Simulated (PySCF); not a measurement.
Gas-phase reaction: MoOF4 + 2 O3 → MoO3 + 4 FO

Method: PySCF energies plus ideal-gas RRHO corrections (1 bar). † marks an energy on the PBE0/def2-TZVP geometry and frequencies. Open shells (unrestricted): FO (multiplicity 2); the rest are closed-shell singlets. Spin-orbit splitting is ignored; it lowers the true energy and changes the entropy of FO. Mo: scalar-relativistic def2 core potential, no spin-orbit coupling. Strong static correlation: O3, MoO3.

BLYP/def2-TZVP† gives ΔH°(298 K) = 1075 kJ.

Question: What do ωB97X-V/def2-TZVP†, LDA/def2-TZVP†, PBE0/def2-SVP† give?

Answer: ωB97X-V/def2-TZVP†: 1043 kJ; LDA/def2-TZVP†: 1339 kJ; PBE0/def2-SVP†: 1073 kJ. For scale, ΔH°(298 K) is 1075 kJ at this level, 1053 kJ at ωB97M-V/def2-TZVP†, and runs from 548 to 1697 kJ over the 18 levels computed.
